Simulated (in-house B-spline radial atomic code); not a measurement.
# RPA and G0W0 on CAM-B3LYP: Se⁴⁺

Configuration [Ar] 3d10 4s2, mean-field start CAM-B3LYP. Computed with a B-spline radial code for spherical atoms: all electrons, scalar-relativistic (spin-free one-electron X2C), finite nucleus, each spin shell either full or empty, empty states to l = 9 with an (l + 1/2)⁻⁴ tail; G0W0 by contour deformation at full frequency.

Command:
```bash
python run_gw.py task.json out
```
Settings (radii: box in bohr, nucleus in fm):
```
Z                        34
electrons                30
configuration            [Ar] 3d10 4s2
hamiltonian              x2c
method                   camb3lyp
lmax                     9
rms_radius               4.14
spin_polarised           False
box_radius               11.96
intervals                68
ion_configuration        [Ar] 3d10 4s1
```

Run time, properties included: 8.6 s on 1 thread of Arm Neoverse N1, with other jobs on the host.

Energies (hartree):

```
                                     term        value
                         mean-field total  -2426.17221
Hartree-Fock functional on these orbitals  -2424.36861
                      direct second order       -2.577
                    second-order exchange      0.74767
                         SOSEX correction      0.68816
```

(1) What is the RPA correlation energy, and what remains with SOSEX?

Quasi-particle levels (eV):

```json
{"level": "4s", "occupied": "yes", "mean field": "-64.83", "Σx - vxc": "-1.10", "Σc": "?", "QP weight": "?", "G0W0": "?"}
{"level": "3d", "occupied": "yes", "mean field": "-110.14", "Σx - vxc": "-12.18", "Σc": "3.25", "QP weight": "0.932", "G0W0": "-119.08"}
{"level": "4p", "occupied": "no", "mean field": "-45.52", "Σx - vxc": "4.05", "Σc": "-1.49", "QP weight": "0.968", "G0W0": "-42.96"}
```

G0W0 = mean field + (Σx - vxc) + Σc, with Σc (partial-wave tail included) taken at the quasi-particle energy. Only the outer levels were computed. Levels of low weight are left out.

(2) Where does G0W0 put 4s?

(3) What does it cost to remove one electron (to [Ar] 3d10 4s1) by differences of total energies, each species on its own start (correlation terms add to the Hartree-Fock functional)?

Answers

(1) RPA gives -2.2462 hartree (-2.04 eV per electron); RPA + SOSEX gives -1.5581, and the second-order doubles -1.8293 hartree (no singles). SOSEX takes back 31 % of the RPA value.

(2) At -68.06 eV, with Σc = -2.13 eV and a quasi-particle weight of 0.968. The tabulated removal energy is 68.3 ± 0.1 eV (NIST, semi-empirical); the calculation leaves out spin-orbit coupling, Breit and QED terms, and what these don't explain is the method's own error.

(3) CAM-B3LYP 68.19 eV, Hartree-Fock functional 65.55 eV, + RPA 67.81 eV, + RPA + SOSEX 67.30 eV, + second order 68.06 eV. Tabulated: 68.3 ± 0.1 eV (NIST, semi-empirical); the calculation leaves out spin-orbit coupling, Breit and QED terms, and what these don't explain is the method's own error.
